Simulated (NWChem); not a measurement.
Molecule: ZrH$_{4}$; SMILES [ZrH4]

Program: NWChem. def2 effective core potentials on Zr; no spin-orbit coupling. Level PBE/def2-SVP: optimisations from one semi-empirical or force-field start; each run changes one setting, and all end within 0.3 mHa of each other.

```csv
setting,optimisation steps
"redundant internal coordinates, default thresholds",3
trust radius 0.05,3
tight thresholds,6
no line search,4
Cartesian coordinates,4
```
